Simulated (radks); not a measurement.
Values are calculated unless marked as measured or tabulated.
Ionisation of the niobium ion Nb2+, [Kr] 4d3, to Nb3+, [Kr] 4d2, under several functionals. Dirac Kohn-Sham, spin-unpolarised, spherical densities, finite nucleus; open shells are shared between the two j in proportion to 2j + 1; a radial shooting solver on a logarithmic mesh with Libxc functionals.

| functional | E(Nb2+) (hartree) | Exc (hartree) | IE (eV) | -e(HOMO) (eV) | <r> HOMO (bohr) | IE error (eV) |
|---|---|---|---|---|---|---|
| exchange-only PBE | -3817.31677 | -116.39326 | 23.724 | 18.085 | 1.895 | -1.316 |
| B86b exchange with PBE correlation | -3819.84539 | -118.97284 | 24.740 | 19.038 | 1.859 | -0.300 |
| SOGGA | -3816.88978 | -115.97668 | 24.594 | 18.894 | 1.856 | -0.446 |
| revPBE | -3819.50485 | -118.63148 | 24.644 | 18.935 | 1.857 | -0.396 |
| PW91 | -3819.98011 | -119.11108 | 24.782 | 19.075 | 1.860 | -0.258 |
| HCTH/407 | -3821.78166 | -121.06215 | 25.052 | 19.293 | 1.844 | +0.012 |
| BP86 | -3820.14166 | -119.27204 | 24.800 | 19.118 | 1.856 | -0.240 |
| BLYP | -3819.82503 | -118.93882 | 24.643 | 18.954 | 1.875 | -0.397 |
| exchange-only LDA | -3811.52402 | -110.52183 | 23.527 | 17.905 | 1.888 | -1.513 |
| Wu-Cohen GGA | -3818.69131 | -117.80526 | 24.692 | 18.990 | 1.854 | -0.348 |

NIST Atomic Spectra Database: 25.040 eV (semi-empirical). Closest: HCTH/407. The Delta-SCF values span 1.52 eV, the total energies 10.26 hartree. The highest occupied level is 4d5/2. Spin polarisation and multiplet splitting are left out, so open shells lie too high by an amount that depends on their filling. Sharing an open shell by 2j + 1 raises it above the true ground level by a part of the spin-orbit splitting, which enters the differences from NIST.

Beside tabulated values, note that spin-unpolarised runs miss the spin-polarisation part of the exchange energy of open shells.
